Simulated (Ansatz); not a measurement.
Name a neutral molecule of C, N, Si and H with HOMO energy (PBE/def2-TZVPP) between -5.95 and -5.65 eV and LUMO energy (PBE/def2-TZVPP) between -2.50 and -2.20 eV (Ansatz, PBE0-D4/def2-TZVP geometry).

`N=C([SiH3])[SiH3]` (-5.68 eV, -2.47 eV). Other molecules can fit too; these were computed, each in one conformer that needn't be the lowest.
